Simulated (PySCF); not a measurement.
# Correlation energy of Os (osmium, neutral)

[Xe] 4f14 5d5 6s2 7s1, high-spin 7S determinant (an excited configuration). Computed with PySCF 2.14 in x2c-TZVPPall with one added diffuse shell each of s, p, d, f type (12s8p8d4f1g, 113 functions), with scalar relativity by spin-free X2C-1e. Frozen: [Xe] 4f14; 8 electrons correlated.

| level | correlation energy (mhartree) |
| --- | --- |
| CCSD | -137.40 |
| (T) | -5.41 |
| CCSD(T) | -142.81 |

Diagnostics: T1 = 0.020, D1 = 0.0665, largest double amplitude 0.058.

Is a single reference adequate?

Yes, within this model without spin-orbit coupling: T1 lies below 0.03 and no double amplitude reaches 0.07.
